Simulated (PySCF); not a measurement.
# Ba: interval between two levels

Ba [Xe] 6s2 → Ba [Xe] 5d2 [3F4, M_J = 4], as a difference of total energies. All numbers are calculated (PySCF 2.14, the two-component X2C-1e Hamiltonian, in x2c-TZVPall-2c with one added diffuse shell each of s, p, d type (12s12p10d1f, 105 functions)). Correlated levels: [Kr] 4d10 frozen; the 24 highest virtual spinors dropped. "Screened" scales the spin-orbit matrix elements by Boettger's factors to mimic the two-electron term; Breit and QED terms are absent.

```tsv
method	interval between two levels (cm⁻¹)
GHF (screened spin-orbit)	19474
GMP2 (screened spin-orbit)	26108
```

The labels give the starting determinants; with spin-orbit coupling the two ends relaxed to ⟨J²⟩ = 0.00, ⟨L²⟩ = 0.04, ⟨S²⟩ = 0.04 and ⟨J²⟩ = 20.01, ⟨L²⟩ = 12.04, ⟨S²⟩ = 2.04.
